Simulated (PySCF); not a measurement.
C₅H₆FN.
SMILES: `C(CC(=C)CF)#N`

Jobs on this species (13 atoms, 52 electrons) with PySCF (density fitting). Hardware of each: Intel Xeon Platinum 8488C, one thread, no GPU, on a shared host. The host was shared with other jobs, so the times are rough. Peak memory is the resident size of the whole Python process, interpreter and libraries included.

```tsv
level and settings	work	basis functions	SCF cycles	wall time	peak memory
HSE06/MINI, level shift 0.2 Eh	spin–spin couplings from 13 perturbed nuclei, spin–dipole term for 2 of them	41	?	?	?
PBE0/6-31G, energy threshold 1e-08 Eh, level shift 0.2 Eh	spin–spin couplings from 13 perturbed nuclei, spin–dipole term for 2 of them	75	?	?	?
PBE0/IGLO-II, damping 0.3 at the start, DIIS from the seventh cycle	shieldings, charges and field gradients	190	17	27 s	0.74 GiB
PBE0/def2-SVPD, start guess vsap	12 singlets by full TDDFT, polarisability	191	13	31 s	0.84 GiB
```

Fill in the missing figures.

- HSE06/MINI, level shift 0.2 Eh; spin–spin couplings from 13 perturbed nuclei, spin–dipole term for 2 of them: 8.0 s, 0.40 GiB, 11 SCF cycles
- PBE0/6-31G, energy threshold 1e-08 Eh, level shift 0.2 Eh; spin–spin couplings from 13 perturbed nuclei, spin–dipole term for 2 of them: 8.8 s, 0.51 GiB, 10 SCF cycles

What do all jobs in the table cost together?

About 75 s; the longest takes about 41 % of that, and about 3.9 times as long as the shortest.
